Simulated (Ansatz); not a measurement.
Geometry optimisation, RKS PBE-D4/def2-SVP (Ansatz).

The input (input.yaml):

```yaml
crystal:
  periodic: [false, false, false]
  atoms:
    - { symbol: O, position_ang: [0.853, -0.537, -1.2695] }
    - { symbol: Ga, position_ang: [0.5786, -0.4121, 0.4901] }
    - { symbol: F, position_ang: [0.7389, -0.9455, 1.1469] }
    - { symbol: S, position_ang: [-1.563, 0.0837, 0.8693] }
    - { symbol: H, position_ang: [0.6508, 0.4117, -1.6547] }
    - { symbol: H, position_ang: [-1.2163, 1.3352, 0.3717] }
basis:
  gaussian: { orbitals: def2-SVP }
hamiltonian:
  xc: pbe
  dispersion: d4
relax:
  f_tol: 0.015
  max_steps: 40
output:
  orbitals: {}
```

Command:

```bash
$ ansatz run input.yaml --threads 1 --pin off --max-ram 2048MiB --backend cpu --events-out ev --progress --plain --runs-dir out
```

Task: Where does it end, and by what steps?

Result: It converged. After 12 steps the energy has fallen by 90.086 eV; F3 moved furthest, 0.80 Å. The start is strongly strained (largest force component 352 eV/Å).

```csv
step,energy less start (eV),largest force component (eV/Å),accepted
0,0.0000,351.959,yes
1,-78.1803,49.791,yes
2,-85.0894,24.533,yes
3,-88.8488,7.971,yes
4,-89.5863,3.747,yes
5,-89.7510,2.869,yes
6,-90.0342,0.395,yes
7,-90.0622,0.439,yes
8,-90.0808,0.145,yes
9,-90.0842,0.085,yes
10,-90.0849,0.064,yes
11,-90.0859,0.016,yes
12,-90.0859,0.009,yes
```

```xyz
6
Properties=species:S:1:pos:R:3
O 1.091 -0.247 -1.234
Ga 0.331 -0.435 0.377
F 1.167 -1.562 1.438
S -1.481 0.547 1.163
H 0.608 0.385 -1.798
H -1.674 1.247 0.008
```

Whether the end is a true minimum wasn't checked by a vibrational analysis.

Time of the run: 38 s on 1 thread of Arm Neoverse V1 (shared host), peak memory 0.14 GiB.
